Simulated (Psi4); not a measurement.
FS (SMILES F[S]), doublet, at a GFN2-xTB geometry, with bond 1-2 at 1.3 times its length; Psi4 with PBE/def2-TZVP.

Psi4 was given this input:
```
memory 2 GB

molecule {
0 2
  S     0.00000000    0.00000000   -1.07348416
  F     0.00000000    0.00000000    1.04095434
}

set basis def2-tzvp
set reference uks
set scf_type direct

energy('pbe')
print_variables()
```

The log (banner, timings and long lists left out):

```
   => Loading Basis Set <=

    Name: DEF2-TZVP
    Role: ORBITAL
    Keyword: BASIS

         ---------------------------------------------------------
                                   SCF
               by Justin Turney, Rob Parrish, Andy Simmonett
                          and Daniel G. A. Smith
                              UKS Reference
         ---------------------------------------------------------

  ==> Geometry <==

    Molecular point group: c2v
    Full point group: C_inf_v

    Geometry (in Angstrom), charge = 0, multiplicity = 2:

       Center              X                  Y                   Z               Mass
    ------------   -----------------  -----------------  -----------------  -----------------
         S            0.000000000000     0.000000000000    -0.788122057097    31.972071174400
         F            0.000000000000     0.000000000000     1.326316442903    18.998403162730

  Running in c2v symmetry.

  Rotational constants: A = ************  B =      0.31640  C =      0.31640 [cm^-1]
  Rotational constants: A = ************  B =   9485.44889  C =   9485.44889 [MHz]
  Nuclear repulsion =   36.038654392870733

  Charge       = 0
  Multiplicity = 2
  Electrons    = 25
  Nalpha       = 13
  Nbeta        = 12

  ==> Algorithm <==

  SCF Algorithm Type is DIRECT.
  DIIS enabled.
  MOM disabled.
  Fractional occupation disabled.
  Guess Type is SAD.
  Energy threshold   = 1.00e-06
  Density threshold  = 1.00e-06
  Integral threshold = 1.00e-12

  ==> Primary Basis <==

  Basis Set: DEF2-TZVP
    Blend: DEF2-TZVP
    Number of shells: 24
    Number of basis functions: 68
    Number of Cartesian functions: 78
    Spherical Harmonics?: true
    Max angular momentum: 3

  ==> DFT Potential <==

   => LibXC <=

    Version 7.1.2
    S. Lehtola, C. Steigemann, M. J. T. Oliveira, and M. A. L. Marques,  SoftwareX 7, 1–5 (2018) (10.1016/j.softx.2017.11.002)

   => Composite Functional: PBE <=

    PBE GGA Exchange-Correlation Functional

    J.P. Perdew et. al., Phys. Rev. Lett., 77(18), 3865-3868, 1996

    Deriv               =              1
    GGA                 =           TRUE
    Meta                =          FALSE

    Exchange Hybrid     =          FALSE
    MP2 Hybrid          =          FALSE

   => Exchange Functionals <=

    1.0000     XC_GGA_X_PBE

   => Correlation Functionals <=

    1.0000     XC_GGA_C_PBE

   => LibXC Density Thresholds  <==

    XC_GGA_C_PBE:  1.00E-12
    XC_GGA_X_PBE:  1.00E-15

   => Molecular Quadrature <=

    Radial Scheme          =       TREUTLER
    Pruning Scheme         =           NONE
    Nuclear Scheme         =       TREUTLER

    Blocking Scheme        =         OCTREE
    BS radius alpha        =              1
    Pruning alpha          =              1
    Radial Points          =             75
    Spherical Points       =            302
    Total Points           =          42985
    Total Blocks           =            386
    Max Points             =            256
    Max Functions          =             67
    Weights Tolerance      =       1.00E-15

   => Loading Basis Set <=

    Name: (DEF2-TZVP AUX)
    Role: JKFIT
    Keyword: DF_BASIS_SCF

  Starting with a DF guess...

  ==> Integral Setup <==

  SCF_SUBTYPE=INCORE selected. In-core MEM_DF algorithm will be used.
  Using in-core AOs.

  ==> MemDFJK: Density-Fitted J/K Matrices <==

    J tasked:                   Yes
    K tasked:                    No
    wK tasked:                   No
    Algorithm:                 Core
    Schwarz Cutoff:           1E-12
    Mask sparsity (%):       1.9464
    Fitting Condition:        1E-10

   => Auxiliary Basis Set <=

  Basis Set: (DEF2-TZVP AUX)
    Blend: DEF2-UNIVERSAL-JKFIT
    Number of shells: 63
    Number of basis functions: 205
    Number of Cartesian functions: 248
    Spherical Harmonics?: true
    Max angular momentum: 4

  Minimum eigenvalue in the overlap matrix is 1.5808226517E-02.
[...]
   @DF-UKS iter   5:  -497.70061358131466   -6.46676e-03   6.71261e-04 DIIS/ADIIS
   @DF-UKS iter   6:  -497.70097280118728   -3.59220e-04   1.75457e-04 DIIS/ADIIS
   @DF-UKS iter   7:  -497.70099651646603   -2.37153e-05   5.33204e-05 DIIS
   @DF-UKS iter   8:  -497.70099916440483   -2.64794e-06   1.27039e-05 DIIS
   @DF-UKS iter   9:  -497.70099966055437   -4.96150e-07   3.57398e-06 DIIS
   @DF-UKS iter  10:  -497.70099971723596   -5.66816e-08   3.98665e-06 DIIS
   @DF-UKS iter  11:  -497.70099972790433   -1.06684e-08   5.81425e-07 DIIS

  DF guess converged.

  ==> DirectJK: Integral-Direct J/K Matrices <==

    J tasked:                  Yes
    K tasked:                   No
    wK tasked:                  No
    Integrals threads:           1
    Screening Type:           CSAM
    Screening Cutoff:        1E-12
    Incremental Fock:           No

   @UKS iter  12:  -497.70096539885213   -4.97701e+02   3.01858e-05 DIIS
   @UKS iter  13:  -497.70096542540637   -2.65542e-08   1.28462e-06 DIIS
   @UKS iter  14:  -497.70096542024692    5.15945e-09   2.92119e-06 DIIS
   @UKS iter  15:  -497.70096542564977   -5.40285e-09   1.06002e-07 DIIS
  Energy and wave function converged.

  ==> Post-Iterations <==

   Electrons on quadrature grid:
      Nalpha   =   13.0000062803 ; deviation = 6.280e-06
      Nbeta    =   12.0000059825 ; deviation = 5.982e-06
      Ntotal   =   25.0000122628 ; deviation = 1.226e-05

   @Spin Contamination Metric:   5.986594776E-03
   @S^2 Expected:                7.500000000E-01
   @S^2 Observed:                7.559865948E-01
   @S   Expected:                5.000000000E-01
   @S   Observed:                5.000000000E-01

    Orbital Energies [Eh]
    ---------------------

    Alpha Occupied:

[...]
       3B2    -0.268044

    Alpha Virtual:

[...]
      30A1    55.943540

    Beta Occupied:

[...]
    Beta Virtual:

[...]
    Final Occupation by Irrep:
             A1    A2    B1    B2
    DOCC [     7,    0,    2,    3 ]
    SOCC [     0,    0,    1,    0 ]
    NA   [     7,    0,    3,    3 ]
    NB   [     7,    0,    2,    3 ]

  @UKS Final Energy:  -497.70096542564977

   => Energetics <=

    Nuclear Repulsion Energy =             36.0386543928707326
    One-Electron Energy =                -760.5306537770184150
    Two-Electron Energy =                 262.4858226787254694
    DFT Exchange-Correlation Energy =     -35.6947887202275496
    Empirical Dispersion Energy =           0.0000000000000000
    VV10 Nonlocal Energy =                  0.0000000000000000
    Total Energy =                       -497.7009654256497697

  UHF NO Occupations:
  HONO-2 :    6 A1 1.9988601
  HONO-1 :    7 A1 1.9983917
  HONO-0 :    3 B1 1.0000000
  LUNO+0 :    8 A1 0.0016083
  LUNO+1 :    9 A1 0.0011399
  LUNO+2 :    4 B2 0.0001587
  LUNO+3 :    4 B1 0.0000842

Computation Completed

Properties will be evaluated at   0.000000,   0.000000,   0.000000 [a0]

Properties computed using the SCF density matrix

 Multipole Moments:

 ------------------------------------------------------------------------------------
     Multipole            Electronic (a.u.)      Nuclear  (a.u.)        Total (a.u.)
 ------------------------------------------------------------------------------------

 L = 1.  Multiply by 2.5417464519 to convert [e a0] to [Debye]
 Dipole X            :          0.0000000            0.0000000            0.0000000
 Dipole Y            :          0.0000000            0.0000000            0.0000000
 Dipole Z            :          0.3126291           -1.2719840           -0.9593549
 Magnitude           :                                                    0.9593549

 ------------------------------------------------------------------------------------

  Variable Map:
  ----------------------------------------------------------------------------
[...]
  Array Variable Map:
  ----------------------------------------------------------------------------
[...]
[...]
```
